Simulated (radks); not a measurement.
The numbers below are computed, except where a source is named.
Question: The mean radii <r> (bohr) of the occupied orbitals of an atom or ion are listed with their occupations. Level of theory: non-relativistic Kohn-Sham, PBE, spin-unpolarised, spherical densities, point nucleus (a radial shooting solver on a logarithmic mesh with Libxc functionals).

orbital  occ.     <r>
1s          1  0.1536
2s          2  0.8233
2p          6  0.8040
3p          1   5.857

Name the element and its charge.

Answer: Z = 10, neon, charge 0: Ne in 1s1 2s2 2p6 3p1. The 1s radius gives Z: for a bare nucleus <r> = 1.5/Z, 0.15 bohr for Z = 10, and screening makes it slightly larger (0.1536 here). The occupations add up to 10, and the charge is Z minus that.
